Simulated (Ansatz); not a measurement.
BiH2(SMe) (CH5BiS). Charge 0, multiplicity 1. Geometry r2SCAN-D4/def2-TZVP; atoms count from 1.

```xyz
8

Bi    1.004    0.518   -1.487
H     2.389    1.497   -0.895
H     2.156   -0.764   -1.984
S     0.540   -0.554    0.753
C    -1.248   -0.214    0.865
H    -1.458    0.855    0.894
H    -1.581   -0.656    1.805
H    -1.802   -0.681    0.050
```

In the def2 sets Bi takes a core potential; there is no spin–orbit coupling.

Question: Estimate the Mulliken populations from the PBE0/def2-TZVP orbitals of Ansatz.

Answer: 
```tsv
atom	charge (e)
Bi1	0.29
H2	-0.04
H3	-0.04
S4	-0.29
C5	-0.36
H6	0.14
H7	0.15
H8	0.14
```
Mulliken values depend strongly on the basis.

Question: And the Mayer bond orders between heavy atoms (over 0.3)?

Answer: Bi1–S4 1.04 (2.53 Å); S4–C5 1.04 (1.82 Å).
